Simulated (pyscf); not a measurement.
**HS–SbH₂ (SMILES [SH][SbH2]), singlet**

Gas-phase minimum from PySCF at ωB97X-D3(BJ)/def2-SVP, one conformer. 

```
Sb
H 1 1.7102
H 1 1.7103 2 91.15
S 1 2.4280 2 95.93 3 96.09
H 4 1.3464 1 96.77 2 -45.83
```

Properties at ωB97X-D3(BJ)/def2-SVP:

| Quantity | Result |
|---|---|
| Harmonic wavenumbers, unscaled | 243, 369, 602, 622, 769, 884, 2001, 2001, 2767 cm⁻¹ |
| Zero-point energy | 14.7 kcal/mol |
| Rotational symmetry number | 1 |
| Entropy of this conformer at 298 K and 1 atm, rigid rotor and harmonic oscillator, modes under 100 cm⁻¹ raised to 100 | 288.0 J/(mol K) |
| Dipole moment | 1.70 D |

Single-point totals, which compare only within one level (frozen core for MP2 and CC):

| level | total energy (hartree) |
|---|---|
| ωB97X-D3(BJ)/def2-TZVP | -640.36519 |
| PBE/def2-TZVP | -640.08485 |
| r²SCAN/def2-TZVP | -640.33014 |
| B3LYP-D3(BJ)/def2-TZVP | -640.37783 |
| PBE0-D3(BJ)/def2-TZVP | -640.13354 |
| M06-2X/def2-TZVP | -640.15296 |
| ωB97M-D3(BJ)/def2-TZVP | -640.36218 |
| HF/def2-TZVPP | -638.55630 |
| MP2/def2-TZVPP | -639.09154 |
| CCSD/def2-TZVPP | -639.11293 |
| CCSD(T)/def2-TZVPP | -639.13237 |

The CCSD(T) − MP2 part came from Ansatz, without density fitting, on the same reference. The frozen core leaves the outer d or s,p core shells of the metals and heavy elements correlated in the MP2 and CC values, and def2-TZVPP describes them poorly, so these totals are far from the basis limit. Elements past Kr carry the def2 core potentials, without spin-orbit coupling.
